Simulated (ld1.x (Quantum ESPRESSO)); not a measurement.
samarium (Sm): one change to an RRKJ potential, before and after

Sm (Z = 62), norm-conserving RRKJ (Kleinman–Bylander form), made with ld1.x (Quantum ESPRESSO) 7.5 (PBE, scalar-relativistic). Core [Kr] 4d10 4f5, reference 5s2 5p6 5d1 6s1 6p1. Waves: 5p (bound): rc 2.30 bohr; 5d (bound): rc 3.55 bohr; 5s (bound): rc 1.50 bohr. Local part: the s channel. Core correction: none.

Occupied shells without a wave of their own: 6p, 6s. They enter only through the test configuration that unscreens the potential.

All-electron outer shells of the reference configuration (PBE, scalar-relativistic, ld1.x):

```
shell  level (eV)  outermost node (bohr)  outermost maximum (bohr)
   4d     -136.69                   0.28                      0.58
   5s      -47.97                   0.68                      1.25
   5p      -27.23                   0.73                      1.42
   4f       -9.20                      –                      0.61
   6s       -4.69                   1.66                      3.44
   5d       -3.72                   0.83                      1.98
   6p       -1.90                   1.98                      4.59
```

Change: wave 5d (bound): rc 3.55 bohr becomes 5d (bound): rc 2.84 bohr.

Cutoffs: the cutoffs (Ry, on a coarse ladder) from which the occupation-weighted sum of valence levels, in a spherical-Bessel basis at the reference potential, stays within 10 and 1 mRy of its value at 400 Ry; they do not see the model core or the augmentation charge, which bear on the density cutoff. Errors are all-electron minus pseudo energies relative to the spin-unpolarised reference configuration.

Q: What does the change do?

A: The potential gets neither clearly harder nor softer (55 Ry and 110 Ry → 55 Ry and 110 Ry); the s channel sets the loose cutoff, while the largest relative change is in d, which becomes harder; of the 7 tests that both files solve, the error grows in 1 and shrinks in 2 by more than 15 % and 0.3 meV (median size 97.7 → 78.8 meV); neither file shows a bound ghost.

```tsv
quantity	base	changed
cutoff, loose	55 Ry	55 Ry
cutoff, tight	110 Ry	110 Ry
loose cutoff by channel (10 mRy a level)	p 12 Ry, d 10 Ry, s 50 Ry	p 12 Ry, d 12 Ry, s 50 Ry
bound ghosts	none	none
largest miss of a reference level, eV	0.06	0.06
error for 5s2 5p6 5d1 6s2 6p0, meV [ΔE -2.73 eV]	+41	+41
error for 5s2 5p6 5d1 6s1 6p0, meV [ΔE 3.73 eV]	-29	-29
error for 5s2 5p6 5d1 6s0 6p0, meV [ΔE 15.50 eV]	-143	-136
error for 5s2 5p5 5d1 6s2 6p0, meV [ΔE 28.18 eV]	-98	-72
error for 5s1 5p6 5d1 6s2 6p0, meV [ΔE 49.43 eV]	-144	-110
error for 5s2 5p6 5d0 6s0 6p0, meV [ΔE 35.20 eV]	-180	-243
error for 5s2 5p6 5d1 6s0 6p1, meV [ΔE 7.13 eV]	-80	-79
```

Changed file: The 6p, 6s levels have no wave, so the channel is fitted at the deeper level alone: the likely source of the large errors.
